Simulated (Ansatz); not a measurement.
CH₃F₃Ge⁻, that is GeMeF3 with one electron more. Charge -1, multiplicity 2. Geometry PBE0-D4/def2-SVP, that of the neutral singlet.

```
atom   x (Å)   y (Å)   z (Å)
 Ge1   0.525   0.227  -0.611
  C2  -0.673  -0.291   0.783
  H3  -0.759   0.527   1.511
  H4  -0.284  -1.189   1.282
  H5  -1.660  -0.506   0.353
  F6   0.774  -1.004  -1.784
  F7   2.093   0.638  -0.041
  F8  -0.014   1.598  -1.495
```

At PBE-D4/def2-TZVPD, r2SCAN-D4/def2-TZVPD, PBE0-D4/def2-TZVPD the highest occupied level of the charge -1 doublet lies above zero (up to 2.18 eV). By energy differences it is unbound by 0.38 eV (vertical, against the charge 0 singlet, at PBE-D4/def2-TZVPD) and held by the finite basis.

Estimate the α-spin orbital energies around the gap (eV) in Ansatz with PBE-D4/def2-TZVPD, r2SCAN-D4/def2-TZVPD, PBE0-D4/def2-TZVPD.


| orbital | PBE-D4/def2-TZVPD | r2SCAN-D4/def2-TZVPD | PBE0-D4/def2-TZVPD |
| --- | --- | --- | --- |
| HOMO−5 | -5.61 | -6.26 | -7.81 |
| HOMO−4 | -5.19 | -5.83 | -7.37 |
| HOMO−3 | -5.19 | -5.83 | -7.37 |
| HOMO−2 | -5.01 | -5.67 | -7.25 |
| HOMO−1 | -4.32 | -4.79 | -5.96 |
| HOMO | 2.18 | 2.18 | 1.83 |
| LUMO | 3.35 | 3.49 | 3.78 |
| LUMO+1 | 3.81 | 3.90 | 4.23 |
| LUMO+2 | 3.81 | 3.91 | 4.23 |
| LUMO+3 | 4.42 | 4.57 | 4.97 |
| LUMO+4 | 4.42 | 4.59 | 4.98 |
| LUMO+5 | 4.43 | 4.59 | 5.15 |
| β HOMO | -4.23 | -4.69 | -5.84 |
| β LUMO | 2.53 | 2.93 | 3.15 |
